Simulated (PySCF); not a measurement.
**Dipole response of Tb⁴²⁺ (terbium, charge +42)**

[Ar] 3d5, high-spin 6S determinant. Computed with PySCF 2.14 in an uncontracted even-tempered set (18 s from 8 bohr⁻², ratio 2.5; 13 p from 10 bohr⁻², ratio 2.5; 8 d from 10 bohr⁻², ratio 2.5; 4 f from 41 bohr⁻², ratio 2.7; 3 g from 61 bohr⁻², ratio 2.7), with scalar relativity by spin-free X2C-1e. Coupled (time-dependent) response in atomic units; α is the mean over directions.

```json
{"method": "PBE0", "mean α (bohr³)": "0.005014", "C₆ (like pair)": "0.0005134", "S(−4)": "1.826e-05"}
```

S(−4) is the Cauchy moment in α(ω) = α(0) + S(−4) ω² + …

α(iu) at PBE0:

```csv
u (hartree),α(iu) (bohr³)
0,0.005014
3.00,0.004858
6.00,0.004465
12.0,0.003535
18.0,0.002846
24.0,0.002401
30.0,0.002103
45.0,0.001639
60.0,0.001338
90.0,0.0009329
150,0.0005066
```

A single London oscillator, α(iu) = α/(1 + u²/ω²), gives C₆ = (3/4) ω α². Matching the computed C₆ needs ω = 4 × 0.0005134 / (3 × 0.005014²) = 27.2 hartree.

For an ion, C₆ is the dispersion term alone; charge-induced terms of lower order in 1/R come first.

Spin-orbit coupling, which splits the p, d and f shells strongly at this Z, is absent. Spin-orbit coupling is strong in this species (close to jj coupling), so the high-spin LS determinant is a model state, not a physical level.
